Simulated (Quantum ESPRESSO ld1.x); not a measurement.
All-electron atom: the tin ion Sn2+ in [Kr] 4d10 5s1 6s1 (not the ground configuration).

Method: Dirac Kohn-Sham, LDA (Slater exchange, Perdew-Zunger correlation), spin-unpolarised, spherical densities, point nucleus; computed with ld1.x of Quantum ESPRESSO 7.5.

Energy parts (eV):
part                   energy
total                 -167954
kinetic                176811
electron-nucleus      -406758
Hartree                 66323
exchange-correlation    -4330

Orbitals (lengths in bohr, moments of r in powers of bohr; r(90%) holds 90 % of the orbital's charge):
orbital  occ.  eigenvalue (eV)  r(90%)  small-component weight
1s1/2       2         -28984.7  0.0522                3.37e-02
2s1/2       2         -4395.07   0.194                7.13e-03
2p1/2       2         -4109.17   0.174                7.15e-03
2p3/2       4         -3878.86   0.181                6.83e-03
3s1/2       2         -866.452   0.500                2.06e-03
3p1/2       2         -750.135   0.497                2.00e-03
3p3/2       4         -708.085   0.513                1.92e-03
3d3/2       4         -501.698   0.494                1.80e-03
3d5/2       6         -493.009   0.498                1.78e-03
4s1/2       2         -156.763    1.19                5.61e-04
4p1/2       2         -117.991    1.27                5.00e-04
4p3/2       4         -110.326    1.32                4.72e-04
4d3/2       4         -49.4740    1.67                3.28e-04
4d5/2       6         -48.4055    1.69                3.21e-04
5s1/2       1         -30.4223    3.09                9.60e-05
5p1/2       0         -22.0243    3.65                7.15e-05
5p3/2       0         -21.1839    3.77                6.76e-05
6s1/2       1         -11.3489    6.67                2.58e-05
5d3/2       0         -11.1099    5.66                3.25e-05
5d5/2       0         -11.0342    5.70                3.22e-05
7s1/2       0          -5.3097    11.7                1.25e-05

The highest occupied level is 6s1/2 at -11.349 eV. The configuration is held as typed, so some empty levels lie below it. Summed over all electrons, <r^2> = 53.41 bohr^2, which gives a Langevin (diamagnetic) susceptibility term of -42.3 x 10^-6 cm^3/mol.

Run on one thread of a shared host, so times are rough (Intel(R) Xeon(R) Processor @ 2.60GHz): 0.78 s of CPU time, 0.95 s wall, 31 iterations on 2065 mesh points.
